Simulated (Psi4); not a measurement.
ethylene carbonate (C3H4O3), singlet, geometry from GFN2-xTB; OMP2/STO-3G in Psi4 1.11.

The Psi4 input:
```
memory 2 GB

molecule mol {
0 1
  O     2.023648   -0.101964   -0.022196
  C     0.841292   -0.042389   -0.009227
  O     0.025280   -1.109066    0.060159
  C    -1.329230   -0.704059    0.056644
  C    -1.252658    0.834151   -0.028325
  O     0.135297    1.100975   -0.061921
  H    -1.804684   -1.055102    0.976343
  H    -1.829133   -1.152343   -0.806069
  H    -1.710429    1.232215   -0.937789
  H    -1.685980    1.329456    0.844623
}

set basis sto-3g
set reference rhf

energy('omp2')
print_variables()
```

The log (banner, timings and long lists left out):

```
    For method 'OMP2', SCF Algorithm Type (re)set to DISK_DF.

   => Loading Basis Set <=

    Name: STO-3G
    Role: ORBITAL
    Keyword: BASIS

         ---------------------------------------------------------
                                   SCF
               by Justin Turney, Rob Parrish, Andy Simmonett
                          and Daniel G. A. Smith
                              RHF Reference
         ---------------------------------------------------------

  ==> Geometry <==

    Molecular point group: c1
    Full point group: C1

    Geometry (in Angstrom), charge = 0, multiplicity = 1:

       Center              X                  Y                   Z               Mass
    ------------   -----------------  -----------------  -----------------  -----------------
         O            1.944524895571    -0.097977380258    -0.021328081057    15.994914619570
         C            0.762168895571    -0.038402380258    -0.008359081057    12.000000000000
         O           -0.053843104429    -1.105079380258     0.061026918943    15.994914619570
         C           -1.408353104429    -0.700072380258     0.057511918943    12.000000000000
         C           -1.331781104429     0.838137619742    -0.027457081057    12.000000000000
         O            0.056173895571     1.104961619742    -0.061053081057    15.994914619570
         H           -1.883807104429    -1.051115380258     0.977210918943     1.007825032230
         H           -1.908256104429    -1.148356380258    -0.805201081057     1.007825032230
         H           -1.789552104429     1.236201619742    -0.936921081057     1.007825032230
         H           -1.765103104429     1.333442619742     0.845490918943     1.007825032230

  Running in c1 symmetry.

  Rotational constants: A =      0.26960  B =      0.13003  C =      0.09075 [cm^-1]
  Rotational constants: A =   8082.55429  B =   3898.11793  C =   2720.74694 [MHz]
  Nuclear repulsion =  247.481596511015141

  Charge       = 0
  Multiplicity = 1
  Electrons    = 46
  Nalpha       = 23
  Nbeta        = 23

  ==> Algorithm <==

  SCF Algorithm Type is DISK_DF.
  DIIS enabled.
  MOM disabled.
  Fractional occupation disabled.
  Guess Type is SAD.
  Energy threshold   = 1.00e-08
  Density threshold  = 1.00e-08
  Integral threshold = 1.00e-12

  ==> Primary Basis <==

  Basis Set: STO-3G
    Blend: STO-3G
    Number of shells: 22
    Number of basis functions: 34
    Number of Cartesian functions: 34
    Spherical Harmonics?: true
    Max angular momentum: 1

   => Loading Basis Set <=

    Name: (STO-3G AUX)
    Role: JKFIT
    Keyword: DF_BASIS_SCF

  ==> Integral Setup <==

  ==> DiskDFJK: Density-Fitted J/K Matrices <==

    J tasked:                  Yes
    K tasked:                  Yes
    wK tasked:                  No
    Integrals threads:           1
    Algorithm:                Core
    Integral Cache:           SAVE
    Schwarz Cutoff:          1E-12
    Fitting Condition:       1E-10

   => Auxiliary Basis Set <=

  Basis Set: (STO-3G AUX)
    Blend: DEF2-UNIVERSAL-JKFIT
    Number of shells: 174
    Number of basis functions: 528
    Number of Cartesian functions: 626
    Spherical Harmonics?: true
    Max angular momentum: 4

  Minimum eigenvalue in the overlap matrix is 2.1873794945E-01.
  Reciprocal condition number of the overlap matrix is 9.0370803567E-02.
    Using symmetric orthogonalization.

  ==> Pre-Iterations <==

  SCF Guess: Superposition of Atomic Densities via on-the-fly atomic UHF (no occupation information).

   -------------------------
    Irrep   Nso     Nmo
   -------------------------
     A         34      34
   -------------------------
    Total      34      34
   -------------------------

  ==> Iterations <==

                           Total Energy        Delta E     RMS |[F,P]|

   @DF-RHF iter SAD:  -332.60630445917627   -3.32606e+02   0.00000e+00
   @DF-RHF iter   1:  -335.85911788422970   -3.25281e+00   1.73322e-02 DIIS/ADIIS
   @DF-RHF iter   2:  -336.02773029593789   -1.68612e-01   1.00401e-02 DIIS/ADIIS
   @DF-RHF iter   3:  -336.08615083894784   -5.84205e-02   1.59480e-03 DIIS/ADIIS
   @DF-RHF iter   4:  -336.08869599853813   -2.54516e-03   5.39871e-04 DIIS/ADIIS
   @DF-RHF iter   5:  -336.08913267425248   -4.36676e-04   1.44284e-04 DIIS/ADIIS
   @DF-RHF iter   6:  -336.08917778348490   -4.51092e-05   3.52312e-05 DIIS
   @DF-RHF iter   7:  -336.08917991102533   -2.12754e-06   9.40428e-06 DIIS
   @DF-RHF iter   8:  -336.08918003704923   -1.26024e-07   1.33906e-06 DIIS
   @DF-RHF iter   9:  -336.08918003915164   -2.10241e-09   2.83959e-07 DIIS
   @DF-RHF iter  10:  -336.08918003926414   -1.12493e-10   3.84564e-08 DIIS
   @DF-RHF iter  11:  -336.08918003926630   -2.16005e-12   5.66609e-09 DIIS
  Energy and wave function converged.

  ==> Post-Iterations <==

    Orbital Energies [Eh]
    ---------------------

    Doubly Occupied:

[...]
    Virtual:

[...]
    Final Occupation by Irrep:
              A
    DOCC [    23 ]
    NA   [    23 ]
    NB   [    23 ]

  @DF-RHF Final Energy:  -336.08918003926630

   => Energetics <=

    Nuclear Repulsion Energy =            247.4815965110151410
    One-Electron Energy =                -953.5220282193538424
    Two-Electron Energy =                 369.9512516690724055
    Total Energy =                       -336.0891800392662958

Computation Completed

Properties will be evaluated at   0.000000,   0.000000,   0.000000 [a0]

Properties computed using the SCF density matrix

 Multipole Moments:

 ------------------------------------------------------------------------------------
     Multipole            Electronic (a.u.)      Nuclear  (a.u.)        Total (a.u.)
 ------------------------------------------------------------------------------------

 L = 1.  Multiply by 2.5417464519 to convert [e a0] to [Debye]
 Dipole X            :          5.2879598           -6.8779697           -1.5900098
[...]
  DIE_IF_NOT_CONVERGED          => (empty)
[...]
  PCG_MAXITER                   => (empty)
  PCM                           => (empty)
  PE                            => (empty)
  PPL_TYPE                      => (empty)
  PRINT                         => (empty)
  PRINT_NOONS                   => (empty)
  PROPERTIES                    => (empty)
  PROPERTIES_ORIGIN             => (empty)
  PUREAM                        => (empty)
  QCHF                          => (empty)
  QC_MODULE                     => (empty)
  RAS1                          => (empty)
  RAS2                          => (empty)
  RAS3                          => (empty)
  RAS4                          => (empty)
  READ_SCF_3INDEX               => (empty)
  REGULARIZATION                => (empty)
  REG_PARAM                     => (empty)
  RELATIVISTIC                  => (empty)
  REMP_A                        => (empty)
  RESTRICTED_DOCC               => (empty)
  RESTRICTED_UOCC               => (empty)
  RMS_MOGRAD_CONVERGENCE        => (empty)
  R_CONVERGENCE                 => (empty)
  SCF_TYPE                      => DISK_DF         !
  SCREENING                     => (empty)
  SCS_TYPE                      => (empty)
  SOCC                          => (empty)
  SOS_TYPE                      => (empty)
  TRIPLES_IABC_TYPE             => (empty)
  WFN                           => (empty)
  WFN_TYPE                      => DF-OMP2         !
  WRITER_FILE_LABEL             => (empty)
  ZORA_BASIS_TOLERANCE          => (empty)
  ZORA_NR_DEBUG                 => (empty)
  ZORA_PRUNING_SCHEME           => (empty)
  ZORA_RADIAL_POINTS            => (empty)
  ZORA_SPHERICAL_POINTS         => (empty)

	Warning: cc_lambda option is changed to TRUE
	For this residual convergence, default PCG convergence is:     1.00e-07
	For this energy convergence, default RMS orbital gradient is:     3.16e-07
	For this energy convergence, default MAX orbital gradient is:     2.00e-06

 ==============================================================================
 ==============================================================================
 ==============================================================================

                      DF-OMP2 (DF-OO-MP2)
              Program Written by Ugur Bozkaya
              Latest Revision September 9, 2017

 ==============================================================================
 ==============================================================================
 ==============================================================================

	MO Hessian type is changed to 'HF'
	MO spaces...

	 FC   OCC   VIR   FV
	----------------------
	  0   23    11    0
	Reading DF integrals from disk ...
	Number of basis functions in the DF-HF basis: 528
	Number of basis functions in the DF-CC basis: 344

	Minimum required memory for amplitudes:      1.47 MB

	Computing DF-MP2 energy using SCF MOs (Canonical DF-MP2)...
	=======================================================================
	Nuclear Repulsion Energy (a.u.)    :   247.48159651101514
	DF-HF Energy (a.u.)                :  -336.08918003926630
	REF Energy (a.u.)                  :  -336.08918003926630
	DF-MP2 Correlation Energy (a.u.)   :    -0.28587875704562
	DF-MP2 Total Energy (a.u.)         :  -336.37505879631192
	=======================================================================

	Number of independent-pairs: 253

 ==============================================================================
 ================ Performing DF-OMP2 iterations... ============================
 ==============================================================================
	            Minimizing DF-MP2-L Functional
	            ------------------------------
 Iter       E_total           DE           RMS MO Grad      MAX MO Grad      RMS T2
 ----    ---------------    ----------     -----------      -----------     ----------
	successfully fired up coupled DIIS...
   1     -336.3839700937     -8.91e-03       9.10e-04         7.40e-03        9.09e-05
   2     -336.3841592334     -1.89e-04       1.65e-04         1.37e-03        1.59e-05
   3     -336.3841644016     -5.17e-06       1.57e-05         1.51e-04        1.19e-06
   4     -336.3841644517     -5.01e-08       2.95e-06         2.09e-05        1.97e-07
   5     -336.3841644533     -1.54e-09       1.27e-07         1.30e-06        8.15e-09

 ==============================================================================
 ======================== DF-OMP2 ITERATIONS ARE CONVERGED ====================
 ==============================================================================

	Computing MP2 energy using optimized MOs...
	=======================================================================
	Nuclear Repulsion Energy (a.u.)    :   247.48159651101514
	DF-HF Energy (a.u.)                :  -336.08918003926630
	REF Energy (a.u.)                  :  -336.07879916520528
	DF-MP2 Correlation Energy (a.u.)   :    -0.29498441373772
	DF-MP2 Total Energy (a.u.)         :  -336.38416445300402
	=======================================================================

	=======================================================================
	================ DF-OMP2 FINAL RESULTS ================================
	=======================================================================
	Nuclear Repulsion Energy (a.u.)    :   247.48159651101514
	DF-HF Energy (a.u.)                :  -336.08918003926630
	REF Energy (a.u.)                  :  -336.07879916520528
	DF-OMP2 Correlation Energy (a.u.)  :    -0.29498441401796
	Edfomp2 - Eref (a.u.)              :    -0.30536528807897
	DF-OMP2 Total Energy (a.u.)        :  -336.38416445328426
	=======================================================================

  Variable Map:
  ----------------------------------------------------------------------------
[...]
  Array Variable Map:
  ----------------------------------------------------------------------------
[...]
[...]
```
